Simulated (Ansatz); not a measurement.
Compare A (`C[C]1(C)[O][AlH]1`) with its isomer B (`C=CC[O][AlH2]`).

Isolated molecules relaxed with PBE0-D4/def2-TZVP in Ansatz; ΔE leaves out vibrations. CBS: MP2 limit from def2 TZ/QZ plus the TZ coupled-cluster correction, frozen cores. DFT in def2-TZVPP. B3LYP here is the variant with VWN-RPA as its local correlation; programs differ in this. One conformer a species, not always the lowest.

(1) Which is lower in electronic energy at CCSD(T)/CBS, and by how much? (Estimate.)

(2) Give E(B) − E(A) in kcal/mol with B2PLYP, PBE-D4, B3LYP-D4, B3LYP, CCSD(T)/def2-TZVPP, MP2/def2-TZVPP, r2SCAN-D4. (An estimate is asked.)

Largest T1 diagnostic: 0.015.

## Answers

(1) The calculation gave: B, by 15.7 kcal/mol.

(2) Ansatz gave: B2PLYP -17.2, PBE-D4 -10.7, B3LYP-D4 -18.2, B3LYP -18.9, CCSD(T)/def2-TZVPP -16.6, MP2/def2-TZVPP -13.7, r2SCAN-D4 -12.6. None reverses the order clearly.

From PBE to PBE0 (25 % exact exchange), in def2-TZVPP and without D4, E(B) − E(A) moves by −2.1 kcal/mol. In def2-TZVPP, CCSD(T) changes the Hartree–Fock value by +13.5 kcal/mol (the triples alone add +1.8 kcal/mol) and MP2 by +16.4 kcal/mol.
